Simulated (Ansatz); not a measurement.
## Nudged elastic band run: F₂H₇PSi₂

input.yaml

```yaml
crystal:
  periodic: [false, false, false]
  atoms:
    - { symbol: Si, position_ang: [0.27237, -0.143914, 0.150778] }
    - { symbol: Si, position_ang: [0.172929, -0.245039, 2.482132] }
    - { symbol: H, position_ang: [-0.651489, -1.419256, 2.933707] }
    - { symbol: H, position_ang: [1.582463, -0.422996, 2.991865] }
    - { symbol: H, position_ang: [-0.381542, 1.036679, 3.041756] }
    - { symbol: H, position_ang: [1.651307, -0.227464, -0.435391] }
    - { symbol: F, position_ang: [-0.378479, 1.241184, -0.384722] }
    - { symbol: F, position_ang: [-0.588016, -1.350259, -0.508573] }
    - { symbol: P, position_ang: [-3.376116, 0.140023, 1.13409] }
    - { symbol: H, position_ang: [-2.608878, -0.911394, 0.510005] }
    - { symbol: H, position_ang: [-2.770667, -0.105131, 2.421902] }
    - { symbol: H, position_ang: [-2.380582, 1.125368, 0.786051] }
basis:
  gaussian: { orbitals: def2-SVP }
hamiltonian:
  xc: lda
neb:
  order_check: false
  images: 9
  f_tol: 0.05
  max_iterations: 60
  final_atoms:
    - { symbol: Si, position_ang: [-0.75513746, 0.07989242, -0.16835363] }
    - { symbol: Si, position_ang: [0.25262182, -0.22970692, 3.1960921] }
    - { symbol: H, position_ang: [0.07719033, -0.78458579, 4.58297053] }
    - { symbol: H, position_ang: [1.34190947, -0.97073593, 2.47419824] }
    - { symbol: H, position_ang: [0.58150648, 1.23552757, 3.26590235] }
    - { symbol: H, position_ang: [0.33867291, 0.82111165, 0.54022779] }
    - { symbol: F, position_ang: [-0.67582713, 0.50207701, -1.72584849] }
    - { symbol: F, position_ang: [-0.40129431, -1.49476148, -0.0927599] }
    - { symbol: P, position_ang: [-2.82910992, 0.48280258, 0.5827837] }
    - { symbol: H, position_ang: [-3.32544683, 0.40530261, -0.77163822] }
    - { symbol: H, position_ang: [-3.01392182, -0.93195956, 0.79533395] }
    - { symbol: H, position_ang: [-1.04786354, -0.39716317, 2.44469159] }
  initial_path:
    images:
      - { positions_ang: [[0.27237, -0.143914, 0.150778], [0.172929, -0.245039, 2.482132], [-0.651489, -1.419256, 2.933707], [1.582463, -0.422996, 2.991865], [-0.381542, 1.036679, 3.041756], [1.651307, -0.227464, -0.435391], [-0.378479, 1.241184, -0.384722], [-0.588016, -1.350259, -0.508573], [-3.376116, 0.140023, 1.13409], [-2.608878, -0.911394, 0.510005], [-2.770667, -0.105131, 2.421902], [-2.380582, 1.125368, 0.786051]] }
      - { positions_ang: [[0.21976365, -0.11545965, 0.12177214], [0.13533114, -0.18846071, 2.50077147], [-0.78618896, -1.21357391, 2.95835761], [1.46808306, -0.51176676, 3.01078254], [-0.254161, 1.10808784, 3.04231215], [1.59911491, -0.17758654, -0.44186879], [-0.45545789, 1.24699824, -0.41792238], [-0.61146341, -1.34492298, -0.50891932], [-3.17110424, 0.10498188, 1.0604679], [-2.70556539, -0.91877908, 0.40207304], [-2.69760637, -0.17227865, 2.36266564], [-2.19744549, 0.90056132, 1.03310799]] }
      - { positions_ang: [[0.1671573, -0.08700529, 0.09276628], [0.09773327, -0.13188242, 2.51941095], [-0.92088891, -1.00789183, 2.98300822], [1.35370312, -0.60053752, 3.02970009], [-0.12678001, 1.17949667, 3.04286831], [1.54692282, -0.12770908, -0.44834659], [-0.53243678, 1.25281248, -0.45112276], [-0.63491082, -1.33958695, -0.50926564], [-2.96609248, 0.06994076, 0.9868458], [-2.80225278, -0.92616417, 0.29414107], [-2.62454574, -0.23942631, 2.30342928], [-2.01430898, 0.67575465, 1.28016499]] }
      - { positions_ang: [[0.11455095, -0.05855094, 0.06376041], [0.06013541, -0.07530413, 2.53805042], [-1.05558887, -0.80220974, 3.00765884], [1.23932317, -0.68930828, 3.04861763], [0.00060099, 1.25090551, 3.04342446], [1.49473073, -0.07783162, -0.45482438], [-0.60941567, 1.25862673, -0.48432315], [-0.65835823, -1.33425093, -0.50961195], [-2.76108072, 0.03489965, 0.9132237], [-2.89894018, -0.93354925, 0.18620911], [-2.55148512, -0.30657396, 2.24419293], [-1.83117247, 0.45094797, 1.52722198]] }
      - { positions_ang: [[0.0619446, -0.03009658, 0.03475455], [0.02253754, -0.01872584, 2.5566899], [-1.19028883, -0.59652766, 3.03230945], [1.12494323, -0.77807903, 3.06753517], [0.12798198, 1.32231435, 3.04398061], [1.44253865, -0.02795417, -0.46130217], [-0.68639456, 1.26444097, -0.51752353], [-0.68180563, -1.32891491, -0.50995827], [-2.55606896, -0.00014147, 0.8396016], [-2.99562757, -0.94093433, 0.07827714], [-2.47842449, -0.37372161, 2.18495657], [-1.64803596, 0.22614129, 1.77427898]] }
      - { positions_ang: [[0.00933824, -0.00164223, 0.00574869], [-0.01506032, 0.03785245, 2.57532937], [-1.32498878, -0.39084557, 3.05696006], [1.01056329, -0.86684979, 3.08645272], [0.25536298, 1.39372319, 3.04453677], [1.39034656, 0.02192329, -0.46777997], [-0.76337345, 1.27025521, -0.55072391], [-0.70525304, -1.32357889, -0.51030459], [-2.3510572, -0.03518259, 0.7659795], [-3.09231496, -0.94831942, -0.02965482], [-2.40536386, -0.44086927, 2.12572021], [-1.46489945, 0.00133462, 2.02133597]] }
      - { positions_ang: [[-0.1435569, 0.0146647, -0.02907177], [0.03847611, -0.01565942, 2.69948192], [-1.04455296, -0.46959362, 3.36216215], [1.07683253, -0.88762702, 2.96400182], [0.32059168, 1.36208406, 3.08880988], [1.18001183, 0.18176096, -0.26617842], [-0.74586418, 1.11661957, -0.78574883], [-0.6444613, -1.35781541, -0.42679565], [-2.44666774, 0.06841444, 0.72934034], [-3.13894133, -0.67759501, -0.1780515], [-2.52707545, -0.53908732, 1.85964296], [-1.38149227, -0.07836494, 2.1060071]] }
      - { positions_ang: [[-0.29645204, 0.03097163, -0.06389224], [0.09201253, -0.0691713, 2.82363446], [-0.76411714, -0.54834166, 3.66736425], [1.14310176, -0.90840425, 2.84155093], [0.38582038, 1.33044494, 3.133083], [0.9696771, 0.34159863, -0.06457687], [-0.72835492, 0.96298393, -1.02077374], [-0.58366955, -1.39205192, -0.34328671], [-2.54227829, 0.17201148, 0.69270118], [-3.18556771, -0.40687061, -0.32644818], [-2.64878704, -0.63730538, 1.5935657], [-1.29808508, -0.1580645, 2.19067822]] }
      - { positions_ang: [[-0.44934718, 0.04727856, -0.0987127], [0.14554896, -0.12268317, 2.94778701], [-0.48368132, -0.6270897, 3.97256634], [1.209371, -0.92918147, 2.71910003], [0.45104908, 1.29880582, 3.17735611], [0.75934237, 0.50143631, 0.13702469], [-0.71084565, 0.80934829, -1.25579866], [-0.52287781, -1.42628844, -0.25977777], [-2.63788883, 0.27560851, 0.65606202], [-3.23219408, -0.1361462, -0.47484486], [-2.77049864, -0.73552344, 1.32748845], [-1.2146779, -0.23776405, 2.27534935]] }
      - { positions_ang: [[-0.60224232, 0.06358549, -0.13353317], [0.19908539, -0.17619504, 3.07193955], [-0.2032455, -0.70583775, 4.27776843], [1.27564023, -0.9499587, 2.59664913], [0.51627778, 1.2671667, 3.22162923], [0.54900764, 0.66127398, 0.33862624], [-0.69333639, 0.65571265, -1.49082357], [-0.46208606, -1.46052496, -0.17626884], [-2.73349937, 0.37920555, 0.61942286], [-3.27882046, 0.1345782, -0.62324154], [-2.89221023, -0.8337415, 1.0614112], [-1.13127072, -0.31746361, 2.36002047]] }
      - { positions_ang: [[-0.75513746, 0.07989242, -0.16835363], [0.25262182, -0.22970692, 3.1960921], [0.07719033, -0.78458579, 4.58297053], [1.34190947, -0.97073593, 2.47419824], [0.58150648, 1.23552757, 3.26590235], [0.33867291, 0.82111165, 0.54022779], [-0.67582713, 0.50207701, -1.72584849], [-0.40129431, -1.49476148, -0.0927599], [-2.82910992, 0.48280258, 0.5827837], [-3.32544683, 0.40530261, -0.77163822], [-3.01392182, -0.93195956, 0.79533395], [-1.04786354, -0.39716317, 2.44469159]] }
```

Command:

```bash
$ ansatz run input.yaml --threads 4 --pin off --max-ram 5120MiB --backend cpu --events-out ev --progress --plain --runs-dir out
```

Output, in part (warnings, iteration lines, the closing report on the highest movable image, with atoms numbered from 0):

```
NEB end point (image 0): max|allowed force component| = 1.190e-2 eV/Å (the criterion of neb.relax_end_points is 1.000e-2)
NEB end point (image 10): max|allowed force component| = 2.144e-2 eV/Å (the criterion of neb.relax_end_points is 1.000e-2)
NEB iter   1: max|band force component| = 1.037e1 eV/Å  barrier→ = 7.0417 eV  barrier← = 7.1931 eV  Δτ_max = 0.2000 Å  (324 SCF iters)
NEB iter   2: max|band force component| = 5.521e0 eV/Å  barrier→ = 4.0055 eV  barrier← = 4.1569 eV  Δτ_max = 0.2000 Å  (295 SCF iters)
NEB iter   3: max|band force component| = 2.210e0 eV/Å  barrier→ = 2.8906 eV  barrier← = 3.0420 eV  Δτ_max = 0.2000 Å  (286 SCF iters)
NEB iter   4: max|band force component| = 1.957e0 eV/Å  barrier→ = 2.3160 eV  barrier← = 2.4674 eV  Δτ_max = 0.2000 Å  (267 SCF iters)
NEB iter   5: max|band force component| = 2.571e0 eV/Å  barrier→ = 1.8653 eV  barrier← = 2.0167 eV  Δτ_max = 0.1006 Å  (269 SCF iters)
NEB iter   6: max|band force component| = 1.509e0 eV/Å  barrier→ = 1.7184 eV  barrier← = 1.8698 eV  Δτ_max = 0.1005 Å  (259 SCF iters)
NEB iter   7: max|band force component| = 9.499e-1 eV/Å  barrier→ = 1.7981 eV  barrier← = 1.9496 eV  Δτ_max = 0.1988 Å  (253 SCF iters)
NEB iter   8: max|band force component| = 1.012e0 eV/Å  barrier→ = 1.6525 eV  barrier← = 1.8040 eV  CI = image 5  Δτ_max = 0.1964 Å  (254 SCF iters)
NEB iter   9: max|band force component| = 7.630e-1 eV/Å  barrier→ = 2.1448 eV  barrier← = 2.2963 eV  CI = image 5  Δτ_max = 0.2000 Å  (260 SCF iters)
NEB iter  10: max|band force component| = 9.452e-1 eV/Å  barrier→ = 2.1034 eV  barrier← = 2.2549 eV  CI = image 5  Δτ_max = 0.1002 Å  (254 SCF iters)
NEB iter  11: max|band force component| = 5.249e-1 eV/Å  barrier→ = 2.0638 eV  barrier← = 2.2152 eV  CI = image 5  Δτ_max = 0.2000 Å  (254 SCF iters)
NEB iter  12: max|band force component| = 3.827e-1 eV/Å  barrier→ = 2.0429 eV  barrier← = 2.1944 eV  CI = image 5  Δτ_max = 0.1659 Å  (260 SCF iters)
NEB iter  13: max|band force component| = 2.418e-1 eV/Å  barrier→ = 2.0351 eV  barrier← = 2.1866 eV  CI = image 5  Δτ_max = 0.1887 Å  (255 SCF iters)
NEB iter  14: max|band force component| = 2.238e-1 eV/Å  barrier→ = 2.0287 eV  barrier← = 2.1801 eV  CI = image 5  Δτ_max = 0.1738 Å  (259 SCF iters)
NEB iter  15: max|band force component| = 2.722e-1 eV/Å  barrier→ = 2.0237 eV  barrier← = 2.1752 eV  CI = image 5  Δτ_max = 0.0853 Å  (256 SCF iters)
NEB iter  16: max|band force component| = 3.291e-1 eV/Å  barrier→ = 2.0154 eV  barrier← = 2.1668 eV  CI = image 5  Δτ_max = 0.0438 Å  (251 SCF iters)
NEB iter  17: max|band force component| = 3.471e-1 eV/Å  barrier→ = 2.0113 eV  barrier← = 2.1627 eV  CI = image 5  Δτ_max = 0.0217 Å  (251 SCF iters)
NEB iter  18: max|band force component| = 2.578e-1 eV/Å  barrier→ = 2.0085 eV  barrier← = 2.1599 eV  CI = image 5  Δτ_max = 0.0217 Å  (252 SCF iters)
NEB iter  19: max|band force component| = 2.373e-1 eV/Å  barrier→ = 2.0050 eV  barrier← = 2.1565 eV  CI = image 5  Δτ_max = 0.0434 Å  (256 SCF iters)
NEB iter  20: max|band force component| = 2.320e-1 eV/Å  barrier→ = 1.9970 eV  barrier← = 2.1485 eV  CI = image 5  Δτ_max = 0.0869 Å  (258 SCF iters)
NEB iter  21: max|band force component| = 2.592e-1 eV/Å  barrier→ = 1.9810 eV  barrier← = 2.1324 eV  CI = image 5  Δτ_max = 0.0432 Å  (256 SCF iters)
NEB iter  22: max|band force component| = 2.536e-1 eV/Å  barrier→ = 1.9728 eV  barrier← = 2.1243 eV  CI = image 5  Δτ_max = 0.0432 Å  (255 SCF iters)
NEB iter  23: max|band force component| = 1.956e-1 eV/Å  barrier→ = 1.9649 eV  barrier← = 2.1163 eV  CI = image 5  Δτ_max = 0.0432 Å  (255 SCF iters)
NEB iter  24: max|band force component| = 1.934e-1 eV/Å  barrier→ = 1.9567 eV  barrier← = 2.1081 eV  CI = image 5  Δτ_max = 0.0863 Å  (255 SCF iters)
NEB iter  25: max|band force component| = 1.886e-1 eV/Å  barrier→ = 1.9398 eV  barrier← = 2.0912 eV  CI = image 5  Δτ_max = 0.0860 Å  (257 SCF iters)
NEB iter  26: max|band force component| = 2.116e-1 eV/Å  barrier→ = 1.9214 eV  barrier← = 2.0729 eV  CI = image 5  Δτ_max = 0.0860 Å  (258 SCF iters)
NEB iter  27: max|band force component| = 2.335e-1 eV/Å  barrier→ = 1.9018 eV  barrier← = 2.0533 eV  CI = image 5  Δτ_max = 0.0861 Å  (254 SCF iters)
NEB iter  28: max|band force component| = 2.795e-1 eV/Å  barrier→ = 1.8811 eV  barrier← = 2.0325 eV  CI = image 5  Δτ_max = 0.0862 Å  (252 SCF iters)
NEB iter  29: max|band force component| = 2.783e-1 eV/Å  barrier→ = 1.8601 eV  barrier← = 2.0115 eV  CI = image 5  Δτ_max = 0.1719 Å  (255 SCF iters)
NEB iter  30: max|band force component| = 3.479e-1 eV/Å  barrier→ = 1.8245 eV  barrier← = 1.9760 eV  CI = image 5  Δτ_max = 0.1971 Å  (252 SCF iters)
NEB iter  31: max|band force component| = 3.356e-1 eV/Å  barrier→ = 1.8056 eV  barrier← = 1.9570 eV  CI = image 5  Δτ_max = 0.1942 Å  (257 SCF iters)
NEB iter  32: max|band force component| = 2.292e-1 eV/Å  barrier→ = 1.7980 eV  barrier← = 1.9494 eV  CI = image 5  Δτ_max = 0.1570 Å  (254 SCF iters)
NEB iter  33: max|band force component| = 2.193e-1 eV/Å  barrier→ = 1.7903 eV  barrier← = 1.9417 eV  CI = image 5  Δτ_max = 0.1024 Å  (249 SCF iters)
NEB iter  34: max|band force component| = 1.620e-1 eV/Å  barrier→ = 1.7804 eV  barrier← = 1.9319 eV  CI = image 5  Δτ_max = 0.1041 Å  (247 SCF iters)
NEB iter  35: max|band force component| = 1.203e-1 eV/Å  barrier→ = 1.7716 eV  barrier← = 1.9230 eV  CI = image 5  Δτ_max = 0.1157 Å  (253 SCF iters)
NEB iter  36: max|band force component| = 1.017e-1 eV/Å  barrier→ = 1.7636 eV  barrier← = 1.9150 eV  CI = image 5  Δτ_max = 0.1712 Å  (255 SCF iters)
NEB iter  37: max|band force component| = 1.585e-1 eV/Å  barrier→ = 1.7535 eV  barrier← = 1.9050 eV  CI = image 5  Δτ_max = 0.0877 Å  (252 SCF iters)
NEB iter  38: max|band force component| = 1.446e-1 eV/Å  barrier→ = 1.7483 eV  barrier← = 1.8997 eV  CI = image 5  Δτ_max = 0.0893 Å  (255 SCF iters)
NEB iter  39: max|band force component| = 1.714e-1 eV/Å  barrier→ = 1.7430 eV  barrier← = 1.8945 eV  CI = image 5  Δτ_max = 0.0439 Å  (253 SCF iters)
NEB iter  40: max|band force component| = 9.152e-2 eV/Å  barrier→ = 1.7395 eV  barrier← = 1.8909 eV  CI = image 5  Δτ_max = 0.0442 Å  (253 SCF iters)
NEB iter  41: max|band force component| = 5.749e-2 eV/Å  barrier→ = 1.7368 eV  barrier← = 1.8883 eV  CI = image 5  Δτ_max = 0.0440 Å  (248 SCF iters)
NEB iter  42: max|band force component| = 5.700e-2 eV/Å  barrier→ = 1.7343 eV  barrier← = 1.8857 eV  CI = image 5  Δτ_max = 0.0439 Å  (250 SCF iters)
NEB iter  43: max|band force component| = 4.630e-2 eV/Å  barrier→ = 1.7319 eV  barrier← = 1.8834 eV  CI = image 5  Δτ_max = 0.0000 Å  (496 SCF iters)
Total energy: -30446.25598936 eV, -1118.8792703953 hartree
Atom 0 at    -0.329718    -0.164023     0.140166 Å, force    -0.037958     0.013843    -0.042530 eV/Å
Atom 1 at     0.072540    -0.431886     2.659506 Å, force    -0.007292    -0.012311     0.000070 eV/Å
Atom 2 at    -0.228513    -1.862494     3.004550 Å, force     0.004301     0.000953    -0.002653 eV/Å
Atom 3 at     1.548326    -0.147694     2.722223 Å, force    -0.003858     0.004647     0.000416 eV/Å
Atom 4 at    -0.665646     0.484359     3.607672 Å, force    -0.001797    -0.004530     0.000509 eV/Å
Atom 5 at     0.371488     1.118857    -0.122101 Å, force     0.022983    -0.003140     0.016969 eV/Å
Atom 6 at    -1.076338    -0.851449    -1.134787 Å, force    -0.000961    -0.013711     0.036627 eV/Å
Atom 7 at     0.790095    -1.366584     0.290968 Å, force     0.022909     0.007342    -0.010754 eV/Å
Atom 8 at    -2.589758     0.933873     0.326991 Å, force     0.002841    -0.000762    -0.011698 eV/Å
Atom 9 at    -3.319345    -0.296488     0.503237 Å, force    -0.003254     0.001845     0.006135 eV/Å
Atom 10 at    -2.713718     1.282938     1.727290 Å, force     0.006703     0.002639    -0.004600 eV/Å
Atom 11 at    -1.316114     0.018391     1.397885 Å, force    -0.004617     0.003186     0.011510 eV/Å
Dipole moment:    -0.068002     0.164685     0.397809 e Å
```

The forces met the threshold. The profile has 2 maxima (images 5, 8) with wells between them (image 7): this band takes more than one step, which may be the mechanism or a detour left from its start path. A structure lower than the last end lies on the path between it and the top, so the climb from that side starts below the end, which may itself be a saddle point or a shallow side well. Neighbouring images differ by up to 1.9 eV, so the band resolves the path poorly. A vibrational analysis at the climbing image gives one clearly imaginary mode, 754i cm⁻¹: a first-order saddle point. The orbitals stay closed-shell, which can raise the energy where a bond breaks towards radicals; this wasn't checked here.

Final band (atoms are numbered from 1 in the order of the input):

| image | path coordinate (Å) | energy (kcal/mol) | Si1–Si2 (Å) | P9–H12 (Å) | Si1–P9 (Å) |
| --- | --- | --- | --- | --- | --- |
| 0 | 0.00 | 0.0 | 2.34 | 1.44 | 3.79 |
| 1 | 1.82 | 1.1 | 2.33 | 1.44 | 3.75 |
| 2 | 3.65 | 1.5 | 2.33 | 1.44 | 4.00 |
| 3 | 5.47 | 1.7 | 2.33 | 1.45 | 3.80 |
| 4 | 7.29 | 3.3 | 2.34 | 1.45 | 3.43 |
| 5 | 9.11 | 39.9 | 2.57 | 1.90 | 2.52 |
| 6 | 11.37 | -3.0 | 3.58 | 2.92 | 2.24 |
| 7 | 13.62 | -4.2 | 3.74 | 3.75 | 2.23 |
| 8 | 15.88 | -3.7 | 3.67 | 3.47 | 2.23 |
| 9 | 18.13 | -4.3 | 3.54 | 2.89 | 2.24 |
| 10 | 20.39 | -3.5 | 3.53 | 2.72 | 2.24 |

Run time: 4.3 min on 4 threads of Arm Neoverse V2, with other jobs on the host, peak memory 0.17 GiB.
